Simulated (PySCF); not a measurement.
Identify the unknown among the candidates.

All candidates are C4H9ClSi.

| technique | computed result |
| --- | --- |
| Dipole | 2.25 D [CAM-B3LYP/def2-SVPD] |
| Polarisability | 85.3 au [CAM-B3LYP/def2-SVPD] |
| UV, first state | lowest singlet excitation: 7.10 eV (175 nm, f = 0.007) [TDDFT CAM-B3LYP/def2-SVPD] |
| Rotational structure | rotational constants A, B, C: 5.646, 1.149, 1.011 GHz [PBE0-D3(BJ)/def2-SVP] |

The electronic properties come from PySCF, for the isolated species, density fitting. Levels stand in brackets. The structure is a single PBE0-D3(BJ)/def2-SVP conformer in the gas phase; no vibrational or solvent corrections.

Task: Which candidate is it?
A. `Cl[SiH2]C1CCC1`
B. `Cl[SiH]1CCCC1`
C. `C=C(C[SiH3])CCl`

Result: A. It is `Cl[SiH2]C1CCC1`. Numbering: `[Cl:1][SiH2:2][CH:3]1[CH2:4][CH2:5][CH2:6]1`. Its formula, C4H9ClSi, gives 1 degree of unsaturation: 1 ring and 0 π bonds in the structure found. The optimised geometry has point group C1 and is an asymmetric top.

The others, at the same levels:
- `C=C(C[SiH3])CCl` fails: its computed lowest singlet excitation is 6.49 eV (191 nm, f = 0.320) (against 7.10 eV), static isotropic polarisability is 92.0 au (against 85.3 au) and rotational constant A is 3.232 GHz (against 5.646 GHz).
- `Cl[SiH]1CCCC1` fails: its computed lowest singlet excitation is 7.29 eV (170 nm, f = 0.002) (against 7.10 eV), static isotropic polarisability is 83.7 au (against 85.3 au) and rotational constant A is 4.216 GHz (against 5.646 GHz).

Each candidate is one conformer, not necessarily the lowest. Dipoles, sizes and rotational constants follow the conformer. The torsions of the flexible species, by atom-mapped SMILES:
- `[Cl:1][SiH2:2][CH:3]1[CH2:4][CH2:5][CH2:6]1`: Cl1–Si2–C3–C4 -168°
- `[CH2:1]=[C:2]([CH2:3][SiH3:4])[CH2:5][Cl:6]`: C1–C2–C3–Si4 -96°, C1–C2–C5–Cl6 -121°

The conformers of `Cl[SiH]1CCCC1` aren't listed.
